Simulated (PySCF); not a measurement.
Gas-phase reaction: 2 TaCl₃NH + 2 N₂ + 4 HCl ⇌ 2 TaCl₅ + 3 N₂H₂, at 1600 K and a standard pressure of 1 bar. Level: MP2/def2-SVP†.

Computed with PySCF and rigid-rotor harmonic-oscillator thermochemistry at 1 bar. † marks an energy on the PBE0/def2-TZVP geometry and frequencies. MP2 freezes the core. All species are closed-shell singlets. Ta: scalar-relativistic def2 core potential, no spin-orbit coupling. TaCl₃NH: computed as isolated molecules; such fragments, hydroxides, amides, oligomers or adducts are transient or little studied in the gas. MP2 isn't extrapolated to the basis-set limit; its ΔH°(298 K) is 540.6 kJ in def2-SVP and 514.8 kJ in def2-TZVPP. The harmonic model lacks anharmonicity and excited electronic states, which grow with temperature; levels with a mode under 35 cm⁻¹ are left out. Soft modes under 120 cm⁻¹ make the harmonic entropy rough for TaCl₃NH, TaCl₅.

```tsv
species	E (Ha)	H(1600 K) − E (kJ/mol)	S°(1600 K) (J/mol/K)
TaCl₃NH	-1490.53370	225.2	566.3
N₂	-109.16031	65.0	243.5
HCl	-460.08324	67.1	237.9
TaCl₅	-2354.40949	213.6	624.7
N₂H₂	-110.23866	157.8	303.1
```
E: electronic energy; H − E holds the zero-point and thermal terms. 1 Ha = 2625.5 kJ/mol.

**Question.** Work out ΔH°, ΔS°, ΔG° and log10 K from these numbers.

**Answer.** 1. ΔE = 2×(-2354.40949) + 3×(-110.23866) − 2×(-1490.53370) − 2×(-109.16031) − 4×(-460.08324) = 0.18602 Ha = 488.4 kJ.
2. Δ(H − E) = 2×(213.6) + 3×(157.8) − 2×(225.2) − 2×(65.0) − 4×(67.1) = 51.8 kJ, so ΔH° = 540.2 kJ.
3. ΔS° = 2×(624.7) + 3×(303.1) − 2×(566.3) − 2×(243.5) − 4×(237.9) = -412.5 J/K; the number of gas molecules changes by -3.
4. ΔG° = ΔH° − TΔS° = 540.2 − 1600×(-412.5)/1000 = 1200.2 kJ.
5. log10 K = −ΔG°/(RT ln 10) = -39.18, with RT ln 10 = 30.63 kJ/mol; at standard pressures the reactants are favoured.
6. A shift of 10 kJ in ΔE would move log10 K by 0.33 here.
For scale, ΔH°(298 K) is 541 kJ at this level, 395 kJ at ωB97M-V/def2-TZVP†, and runs from -262 to 541 kJ over the 17 levels computed.
